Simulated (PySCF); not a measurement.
In(Me)(Vi)(OMe), SMILES C=[CH][In]([CH3])[O]C, GFN2-xTB optimised geometry.

```
15

In     0.58    -0.61     0.00
C      2.82    -0.61     0.00
H      3.09     0.44     0.00
H      3.20    -1.10    -0.89
H      3.20    -1.10     0.89
C     -1.15    -2.04     0.05
C     -2.35    -1.68    -0.36
H     -0.97    -3.04     0.43
H     -3.20    -2.36    -0.34
H     -2.56    -0.69    -0.74
O      0.13     1.34     0.00
C     -1.07     2.07     0.06
H     -1.84     1.56     0.66
H     -0.85     3.04     0.53
H     -1.47     2.25    -0.94
```

Density from PySCF 2.14.0 with B3LYP/def2-TZVP, def2 effective core potentials past Kr at that geometry. The core electrons that the potentials of In replace are not part of the density.

Minimum of the electron density along straight lines between bonded atoms, close to the bond critical point (lines longer than 1.1 times the sum of covalent radii, or with two minima, are not listed):

```tsv
bond	length / Å	ρ at the minimum / e bohr⁻³	∇²ρ there / e bohr⁻⁵	position (fraction from the first atom)
In1–C2	2.235	0.086	0.11	0.52
C2–H3	1.086	0.279	-0.95	0.64
C2–H4	1.087	0.277	-0.94	0.64
C2–H5	1.087	0.277	-0.94	0.64
In1–C6	2.251	0.084	0.12	0.51
C6–C7	1.319	0.362	-1.14	0.50
C6–H8	1.084	0.284	-1.00	0.64
C7–H9	1.086	0.284	-1.00	0.64
C7–H10	1.083	0.287	-1.02	0.64
In1–O11	1.998	0.106	0.50	0.52
O11–C12	1.398	0.271	-0.64	0.64
C12–H13	1.097	0.281	-0.98	0.64
C12–H14	1.096	0.282	-0.99	0.64
C12–H15	1.097	0.281	-0.98	0.64
```
